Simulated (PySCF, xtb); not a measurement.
Si(Cl)(H)2(NCO) (CH₂ClNOSi), SMILES O=C=N[SiH2]Cl.

GFN2-xTB run with xtb at its own geometry gives an orbital gap of 5.59 eV and a dipole moment of 2.35 D.

Geometry: PBE0-D3(BJ)/def2-SVP. Other conformers were not sampled.

Question: What does M06-2X/def2-TZVP (PySCF) give? (The exact figures need the calculation; the answer reports its results.)

Answer: gap 10.71 eV (levels -10.21 and 0.50 eV), dipole 1.91 D.
